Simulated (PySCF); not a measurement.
## Shifts of the heteroatoms

Atom-mapped SMILES (the numbers label the heavy atoms): `[CH2:1]=[C:2]([CH3:3])[Si@@:4]([NH2:5])([OH:6])[O:7][CH3:8]`. Each H is labelled by its parent atom. Ha(C1) is cis to C3; Hb(C1) is trans to C3.

Theoretical values (PySCF): coordinates at the GFN2-xTB level, σ from GIAO-PBE0/pcSseg-1. No relativistic terms, equivalent nuclei averaged, single conformer, in vacuum.

Task: Where does ²⁹Si resonate?

Result: 
| atoms | environment | σ (ppm) | δ (ppm) |
| --- | --- | --- | --- |
| Si4 | silicon bonded to C, N, 2 O | 390.3 | -40.9 |

Shieldings were converted by a linear fit to measured shifts: ²⁹Si: δ = 279.94 − 0.822σ (rms 8.9 ppm, 72 shifts, 25.8 ppm with the 6 outliers that the fit left out vs TMS, solution or neat liquid). Occasional misses reach two or three times the rms, and more in compound classes unlike the fitted ones.

On a 400 MHz spectrometer ²⁹Si resonates near 79.5 MHz, so 1 ppm is 79.5 Hz.

Task: Where does ¹⁵N resonate?

Result: 
```csv
atoms,environment,σ (ppm),δ (ppm)
N5,"nitrogen bonded to Si, 2 H",246.7,-375.3
```

Shieldings were converted by a linear fit to measured shifts: ¹⁵N (scatter 6.3 ppm rms vs CH3NO2, solution or neat liquid). Occasional misses reach two or three times the rms, and more in compound classes unlike the fitted ones.

On a 600 MHz spectrometer ¹⁵N resonates near 60.8 MHz, so 1 ppm is 60.8 Hz.

Task: Where does ¹⁷O resonate?

Result: 
| atoms | environment | σ (ppm) | δ (ppm) |
| --- | --- | --- | --- |
| O6 | oxygen bonded to Si, H | 287.5 | 4.8 |
| O7 | oxygen bonded to C, Si | 311.0 | -16.6 |

Shieldings were converted by a linear fit to measured shifts: ¹⁷O (scatter 10.7 ppm rms, 12.2 ppm with the 3 outliers that the fit left out vs liquid water, solution or neat liquid). A few per cent of atoms miss by over 2 rms, more outside the fitted compound classes.

On a 500 MHz spectrometer ¹⁷O resonates near 67.8 MHz, so 1 ppm is 67.8 Hz.
